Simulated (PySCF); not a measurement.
Below is a simulated gas-phase C 1s photoelectron spectrum of `BC1CCCCCC1`.

Every computed line was given a Gaussian of 0.8 eV full width at half maximum and an area set by the number of equivalent atoms; the highest printed point is 100. Method: PySCF 2.14.0, delta-SCF UKS SCAN, pcX-2 on the ionised atom, pcseg-1 elsewhere, spin-free X2C.

binding energy (eV), intensity and a bar:
```
    288.9          0 
    289.0          0 
    289.1          1 
    289.2          1 
    289.3          3 #
    289.4          6 ##
    289.5         11 ###
    289.6         20 ######
    289.7         31 #########
    289.8         46 ##############
    289.9         63 ###################
    290.0         79 ########################
    290.1         93 ############################
    290.2        100 ##############################
    290.3        100 ##############################
    290.4         91 ###########################
    290.5         77 #######################
    290.6         60 ##################
    290.7         43 #############
    290.8         28 ########
    290.9         17 #####
    291.0          9 ###
    291.1          5 #
    291.2          2 #
    291.3          1 
    291.4          0
```

Task: How many maxima does the curve show, and how many computed lines lie under it?

Result: The curve has 1 maximum (at 290.2 eV). Under it lie 4 lines from 4 inequivalent carbon sites. At this width some lines have no maximum of their own.

Task: Decompose the envelope and assign each component. Numbering: `[BH2:1][CH:2]1[CH2:3][CH2:4][CH2:5][CH2:6][CH2:7][CH2:8]1`.

Result: 
| position (eV) | relative area | line | atoms | environment |
| --- | --- | --- | --- | --- |
| 290.01 | 1 | C 1s | C2 | sp3 carbon bound to boron |
| 290.27 | 2 | C 1s | C3/C8 | ring CH2 carbon |
| 290.27 | 2 | C 1s | C4/C7 | ring CH2 carbon |
| 290.28 | 2 | C 1s | C5/C6 | ring CH2 carbon |

Task: What are the centre and the root-mean-square width of the whole band?

Result: The area-weighted mean of the lines is 290.24 eV. Their own spread about it is 0.09 eV (rms) and each Gaussian has σ = 0.8/2.355 = 0.34 eV; the variances add, which gives 0.35 eV.

The listed C 1s values span 0.27 eV, from C2 (bonded to 2 C, H and B) to C5/C6 (bonded to 2 C and 2 H). The widest gap between neighbouring values is 0.26 eV, between 290.01 and 290.27 eV. The values 290.27, 290.27 and 290.28 eV lie too close for their order to be trusted.

No satellites, vibrations or lifetime broadening are included. Topologically equivalent atoms share the value of their first member; where this conformer doesn't relate them by symmetry, their own values could differ. One conformer (not necessarily the lowest) at the PBE0-D3(BJ)/def2-SVP geometry, without solvent, vibrations or thermal averaging.
